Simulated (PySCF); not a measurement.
C8H12, singlet, at a GFN2-xTB geometry. Base run: CAMB3LYP/STO-3G in PySCF.

Here is a job for PySCF.
```python
from pyscf import gto, scf, dft

mol = gto.Mole()
mol.atom = '''
    C    -0.66358920   -1.71517626   -0.12221672
    C     0.66074528   -1.71664829   -0.11683953
    C     1.53241546   -0.56622492   -0.52336672
    C     1.52936990    0.56282167    0.53579847
    C     0.66358920    1.71517626    0.12221672
    C    -0.66074528    1.71664829    0.11683953
    C    -1.53241546    0.56622492    0.52336672
    C    -1.52936990   -0.56282167   -0.53579847
    H    -1.18903655   -2.59631458    0.22224305
    H     1.18141807   -2.59894940    0.23186779
    H     1.18892459   -0.15489403   -1.47605256
    H     2.55218053   -0.92666027   -0.66496647
    H     2.54875022    0.92099046    0.68567775
    H     1.17724058    0.15226399    1.48565989
    H     1.18903655    2.59631458   -0.22224305
    H    -1.18141807    2.59894940   -0.23186779
    H    -1.18892459    0.15489403    1.47605256
    H    -2.55218053    0.92666027    0.66496647
    H    -1.17724058   -0.15226399   -1.48565989
    H    -2.54875022   -0.92099046   -0.68567775
'''
mol.basis = 'sto-3g'
mol.verbose = 5
mol.build()

mf = dft.RKS(mol)
mf.xc = 'camb3lyp'
mf.kernel()
```

Variants of this job, named by their change:

```
change                                         ΔE vs base (mEh)  fitting functions
---------------------------------------------  ----------------  -----------------
base                                                      0.000                  -
auxbasis = even-tempered beta=3.0                       -25.873                300
auxbasis = def2-universal-jkfit                          -2.224                816
auxbasis = def2-svp-ri                                  -15.213                552
auxbasis = even-tempered beta=2.0                       -12.946                460
auxbasis = cc-pvtz-jkfit                                 -0.299                992
auxbasis = cc-pvdz-jkfit                                 -0.370                836
auxbasis = even-tempered beta=1.6                       -12.052                644
only_dfj = on; auxbasis = def2-universal-jfit            -3.622                524
auxbasis = cc-pvtz-ri                                    -2.227               1008
```

A fitting set is made for a task (jfit for Coulomb, jkfit for Coulomb and exchange, ri for correlation) and for a family of orbital bases.
